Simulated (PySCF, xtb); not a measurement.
H5InSi, SMILES [SiH3][InH2].

GFN2-xTB (xtb) at its own geometry gives an orbital gap of 3.68 eV and a dipole moment of 3.05 D.

Geometry: r2SCAN-D4/def2-TZVP. The def2 effective core potentials stand for the cores of In; spin–orbit coupling is left out.

What does HF/def2-TZVPD (PySCF) give? (An estimate is asked for; the answer gives what the named calculation found.)

gap 10.03 eV (levels -9.70 and 0.32 eV), dipole 0.08 D.
